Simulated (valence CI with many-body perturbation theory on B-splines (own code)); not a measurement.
E1 transitions of Hg VIII

Calculated by configuration interaction combined with many-body perturbation theory (CI+MBPT): five valence electrons over a frozen Dirac-Fock core [Xe] 4f14, a basis of 7 s, 7 p, 8 d, 6 f, 4 g, 1 h functions for each j, with the one-electron correlation potential Σ1, the two-electron term Σ2, the three-electron term Σ3, Breit, model QED; selected CI, second order for the rest, scaled by the run's own slope (own B-spline code, finite nucleus).

No measured spectrum was set against this ion. As an estimate, terms of the open shell hold to 2 to 4 % of their energy, and close levels can change places; different configurations can be misplaced against each other by 1,000 to 8,000 cm⁻¹. Among the levels kept, up to 1200 cm⁻¹ of a level comes from second order outside the variational space, and about a tenth of that is noise between levels of different J, which matters for small intervals. The list stops below the first excitations out of the core.

Lines 251 to 300 of 539 in falling wavelength, among levels below 43.000 eV, chosen from the strongest by gf and those to the six lowest levels. Wavelengths and rates use the calculated energies, so an error of 2000 cm⁻¹ moves a line at 85.97 nm by 1.7 % and its rate by three times that or more. Electric multipoles are in the length gauge, E1 and E2 with the static RPA response of the core. Weak lines are less certain than strong ones. Lines between different terms over intervals too small for the method are left out, as are lines whose strength nearly cancels. Where a level lies close to another of its J and parity, the split of strength between their lines is uncertain. The highest levels of a list are the least certain.

Levels are named by their leading jj configuration (3d3/2^4 stands for four electrons in 3d with j = 3/2), which in mixed levels can hold well under half, so a name can repeat and another be missing. Letters in brackets count levels of one name in rising energy.

| λ vac (nm) | Upper | Lower | A (s⁻¹) | S (a.u.) |
| --- | --- | --- | --- | --- |
| 85.97 | (5d3/2^2 5d5/2^2 6p1/2) J=3/2 [c] | (5d3/2^3 5d5/2 6s) J=3/2 [b] | 2.18e+08 | 2.73e-01 |
| 85.44 | (5d3/2^3 5d5/2 6p3/2) J=1/2 | (5d3/2^2 5d5/2^2 6s) J=1/2 [a] | 3.16e+08 | 1.94e-01 |
| 85.25 | (5d3/2^4 6p3/2) J=3/2 | (5d3/2^3 5d5/2 6s) J=1/2 | 2.93e+08 | 3.58e-01 |
| 85.21 | (5d3/2^2 5d5/2^2 6p1/2) J=9/2 [a] | (5d3/2^2 5d5/2^2 6s) J=7/2 [a] | 4.54e+07 | 1.39e-01 |
| 84.91 | (5d3/2^3 5d5/2 6p1/2) J=5/2 [b] | (5d3/2^3 5d5/2 6s) J=3/2 [a] | 3.43e+07 | 6.22e-02 |
| 84.78 | (5d3/2^2 5d5/2^2 6p1/2) J=1/2 [b] | (5d3/2^3 5d5/2 6s) J=3/2 [b] | 1.87e+08 | 1.13e-01 |
| 84.57 | (5d3/2^2 5d5/2^2 6p1/2) J=7/2 [d] | (5d3/2^2 5d5/2^2 6s) J=9/2 [a] | 2.39e+07 | 5.70e-02 |
| 84.08 | (5d3/2^2 5d5/2^2 6p1/2) J=7/2 [c] | (5d3/2^3 5d5/2 6s) J=5/2 | 2.69e+07 | 6.31e-02 |
| 84.01 | (5d3/2^2 5d5/2^2 6p1/2) J=5/2 [a] | (5d3/2^2 5d5/2^2 6s) J=7/2 [a] | 3.81e+07 | 6.70e-02 |
| 83.83 | (5d3/2^3 5d5/2 6p3/2) J=5/2 [a] | (5d3/2^3 5d5/2 6s) J=3/2 [b] | 3.68e+07 | 6.42e-02 |
| 83.80 | (5d3/2^2 5d5/2^2 6p1/2) J=7/2 [b] | (5d3/2^3 5d5/2 6s) J=9/2 | 1.73e+07 | 4.01e-02 |
| 82.64 | (5d3/2^2 5d5/2^2 6p1/2) J=7/2 [d] | (5d3/2^3 5d5/2 6s) J=5/2 | 1.36e+08 | 3.02e-01 |
| 82.47 | (5d3/2^2 5d5/2^2 6p1/2) J=5/2 [c] | (5d3/2^3 5d5/2 6s) J=7/2 | 5.07e+07 | 8.43e-02 |
| 82.42 | (5d3/2^2 5d5/2^2 6p1/2) J=11/2 [a] | (5d3/2^3 5d5/2 6s) J=9/2 | 6.81e+07 | 2.26e-01 |
| 81.94 | (5d3/2^2 5d5/2^2 6p1/2) J=7/2 [b] | (5d3/2^2 5d5/2^2 6s) J=7/2 [a] | 7.02e+07 | 1.52e-01 |
| 81.68 | (5d3/2 5d5/2^3 6p1/2) J=7/2 | (5d3/2^2 5d5/2^2 6s) J=9/2 [a] | 5.10e+07 | 1.10e-01 |
| 81.47 | (5d3/2^4 6p3/2) J=3/2 | (5d3/2^2 5d5/2^2 6s) J=5/2 [a] | 5.34e+07 | 5.70e-02 |
| 81.35 | (5d3/2^2 5d5/2^2 6p1/2) J=5/2 [d] | (5d3/2^3 5d5/2 6s) J=5/2 | 2.43e+07 | 3.88e-02 |
| 80.53 | (5d3/2^2 5d5/2^2 6p1/2) J=9/2 [b] | (5d3/2^3 5d5/2 6s) J=9/2 | 9.12e+07 | 2.35e-01 |
| 80.38 | (5d3/2^2 5d5/2^2 6p1/2) J=7/2 [d] | (5d3/2^3 5d5/2 6s) J=7/2 | 4.19e+07 | 8.60e-02 |
| 80.27 | (5d3/2^2 5d5/2^2 6p1/2) J=3/2 [d] | (5d3/2^3 5d5/2 6s) J=3/2 [b] | 4.70e+08 | 4.80e-01 |
| 80.21 | (5d3/2^3 5d5/2 6p3/2) J=5/2 [b] | (5d3/2^3 5d5/2 6s) J=5/2 | 6.76e+07 | 1.03e-01 |
| 80.15 | (5d3/2^3 5d5/2 6p3/2) J=1/2 | (5d3/2^3 5d5/2 6s) J=3/2 [b] | 8.76e+07 | 4.45e-02 |
| 79.98 | (5d3/2^3 5d5/2 6p3/2) J=3/2 [b] | (5d3/2^3 5d5/2 6s) J=5/2 | 7.29e+08 | 7.36e-01 |
| 79.72 | (5d3/2^2 5d5/2^2 6p1/2) J=3/2 [c] | (5d3/2^3 5d5/2 6s) J=1/2 | 1.28e+08 | 1.28e-01 |
| 79.15 | (5d3/2^2 5d5/2^2 6p1/2) J=5/2 [d] | (5d3/2^3 5d5/2 6s) J=7/2 | 2.71e+08 | 3.98e-01 |
| 78.85 | (5d3/2^2 5d5/2^2 6p1/2) J=7/2 [b] | (5d3/2^2 5d5/2^2 6s) J=5/2 [a] | 6.66e+07 | 1.29e-01 |
| 78.81 | (5d3/2^2 5d5/2^2 6p1/2) J=9/2 [b] | (5d3/2^2 5d5/2^2 6s) J=7/2 [a] | 4.93e+07 | 1.19e-01 |
| 78.69 | (5d3/2^2 5d5/2^2 6p1/2) J=1/2 [b] | (5d3/2^3 5d5/2 6s) J=1/2 | 3.09e+08 | 1.48e-01 |
| 78.53 | (5d3/2^2 5d5/2^2 6p1/2) J=5/2 [d] | (5d3/2^3 5d5/2 6s) J=3/2 [b] | 5.35e+08 | 7.68e-01 |
| 78.26 | (5d3/2^2 5d5/2^2 6p3/2) J=9/2 | (5d3/2^3 5d5/2 6s) J=7/2 | 5.70e+07 | 1.35e-01 |
| 78.07 | (5d3/2^3 5d5/2 6p3/2) J=5/2 [b] | (5d3/2^3 5d5/2 6s) J=7/2 | 1.60e+08 | 2.25e-01 |
| 77.48 | (5d3/2^3 5d5/2 6p3/2) J=5/2 [a] | (5d3/2^2 5d5/2^2 6s) J=7/2 [a] | 5.94e+07 | 8.18e-02 |
| 77.46 | (5d3/2^3 5d5/2 6p3/2) J=5/2 [b] | (5d3/2^3 5d5/2 6s) J=3/2 [b] | 9.99e+08 | 1.38e+00 |
| 77.25 | (5d3/2^3 5d5/2 6p3/2) J=3/2 [b] | (5d3/2^3 5d5/2 6s) J=3/2 [b] | 8.95e+08 | 8.15e-01 |
| 77.12 | (5d3/2^4 6p3/2) J=3/2 | (5d3/2^3 5d5/2 6s) J=3/2 [a] | 1.45e+08 | 1.32e-01 |
| 76.99 | (5d3/2^2 5d5/2^2 6p1/2) J=11/2 [b] | (5d3/2^3 5d5/2 6s) J=9/2 | 9.98e+07 | 2.70e-01 |
| 76.88 | (5d3/2^3 5d5/2 6p3/2) J=3/2 [a] | (5d3/2^3 5d5/2 6s) J=1/2 | 2.00e+09 | 1.80e+00 |
| 76.49 | (5d3/2^2 5d5/2^2 6p1/2) J=5/2 [a] | (5d3/2^3 5d5/2 6s) J=3/2 [a] | 1.06e+08 | 1.41e-01 |
| 75.48 | (5d3/2^2 5d5/2^2 6p1/2) J=7/2 [d] | (5d3/2^3 5d5/2 6s) J=9/2 | 2.38e+07 | 4.03e-02 |
| 75.45 | (5d3/2^2 5d5/2^2 6p1/2) J=3/2 [b] | (5d3/2^3 5d5/2 6s) J=3/2 [a] | 3.80e+08 | 3.22e-01 |
| 74.71 | (5d3/2^3 5d5/2 6p3/2) J=5/2 [a] | (5d3/2^2 5d5/2^2 6s) J=5/2 [a] | 3.47e+08 | 4.29e-01 |
| 74.69 | (5d3/2^3 5d5/2 6p3/2) J=1/2 | (5d3/2^3 5d5/2 6s) J=1/2 | 1.59e+09 | 6.55e-01 |
| 73.97 | (5d3/2^2 5d5/2^2 6p1/2) J=7/2 [d] | (5d3/2^2 5d5/2^2 6s) J=7/2 [a] | 4.35e+07 | 6.95e-02 |
| 73.80 | (5d3/2^3 5d5/2 6p3/2) J=3/2 [a] | (5d3/2^2 5d5/2^2 6s) J=5/2 [a] | 6.62e+07 | 5.25e-02 |
| 73.61 | (5d3/2^2 5d5/2^2 6p3/2) J=9/2 | (5d3/2^3 5d5/2 6s) J=9/2 | 1.99e+07 | 3.91e-02 |
| 73.43 | (5d3/2^2 5d5/2^2 6p1/2) J=7/2 [e] | (5d3/2^2 5d5/2^2 6s) J=7/2 [a] | 1.12e+08 | 1.76e-01 |
| 73.10 | (5d3/2^2 5d5/2^2 6p1/2) J=5/2 [c] | (5d3/2^2 5d5/2^2 6s) J=5/2 [a] | 1.13e+08 | 1.30e-01 |
| 73.01 | (5d3/2^2 5d5/2^2 6p1/2) J=5/2 [b] | (5d3/2^3 5d5/2 6s) J=3/2 [a] | 7.97e+08 | 9.19e-01 |
| 72.93 | (5d3/2^2 5d5/2^2 6p1/2) J=5/2 [d] | (5d3/2^2 5d5/2^2 6s) J=7/2 [a] | 9.41e+07 | 1.08e-01 |
